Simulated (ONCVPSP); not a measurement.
LDA (Perdew-Zunger) ONCV dataset for Ag, scalar-relativistic all-electron reference.

```json
{"Element": "Ag", "Generator": "ONCVPSP 4.0.1", "Type": "optimised norm-conserving Vanderbilt (ONCV)", "Functional": "LDA (Perdew-Zunger)", "Relativity": "scalar-relativistic", "Frozen core": "[Ar] 3d10", "Valence charge": "19", "Reference configuration": "4s2 4p6 4d10 5s0.5 (charge +0.5)", "Partial waves": "4s+5s: rc 1.45 bohr, ncon 5, nbas 8, qcut 6.4 1/bohr, 2 projectors; 4p: rc 1.55 bohr, ncon 4, nbas 8, qcut 9.9 1/bohr, 2 projectors, debl 2 Ha; 4d: rc 2.00 bohr, ncon 4, nbas 9, qcut 6.6 1/bohr, 2 projectors, debl 1.7 Ha", "Local potential": "polynomial inside 1.40 bohr (lpopt 4, dvloc0 -1 Ha)", "Core correction": "polynomial model core, fcfact 0.7"}
```

In the p channel the program set the typed energies aside and used -2.302, 0.250 Ha.

All-electron outer shells of the reference configuration (LDA (Perdew-Zunger), scalar-relativistic, ld1.x):

```tsv
shell	level (eV)	outermost node (bohr)	outermost maximum (bohr)
3d	-362.82	–	0.27
4s	-99.05	0.44	0.82
4p	-62.65	0.44	0.87
4d	-11.63	0.43	1.04
5s	-8.07	1.11	2.43
```

What the tests gave:

```
Cutoffs needed             : 64 Ha and 80 Ha (the cutoffs (Ha) at which the residual kinetic energy of the hardest occupied pseudo-wave falls to 1 and 0.1 mHa per electron)
Ghost test                 : no bound ghost flagged; no localised positive-energy state flagged
Largest excitation error   : +23 meV (all-electron minus pseudo) for 4s2 4p6 4d9 5s1, out of 4 test configurations
rms error of d²Exc/dni dnj : 4.11 mHa without and 1.03 mHa with the model core
```

Generation and tests took about 3.8 s on one core of a shared server CPU.
